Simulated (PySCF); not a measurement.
Radial density of Cr⁺ (chromium, charge +1)

PBE0, [Ar] 3d5, high-spin 6S determinant. Calculation: PySCF 2.14, in cc-pVDZ-DK (6s5p3d1f, 43 functions); scalar relativity by spin-free X2C-1e.

```csv
r (bohr),4πr²ρ (e/bohr),4πr²(ρα − ρβ)
0.000867,0.1251,0.0000
0.00146,0.3200,0.0000
0.00245,0.8051,0.0000
0.00413,1.971,0.0000
0.00694,4.608,-0.0001
0.0117,9.924,-0.0002
0.0196,18.52,-0.0004
0.0330,27.12,-0.0004
0.0556,27.51,0.0006
0.0935,21.87,0.0084
0.157,28.27,0.0728
0.264,27.51,0.4725
0.445,10.93,1.8052
0.748,13.45,3.4041
1.26,7.408,2.8021
2.12,1.307,0.9915
3.56,0.1404,0.1379
5.99,0.005685,0.0057
```

Densities and radii are taken from the X2C orbitals without a picture-change correction, which distorts them close to the nucleus.
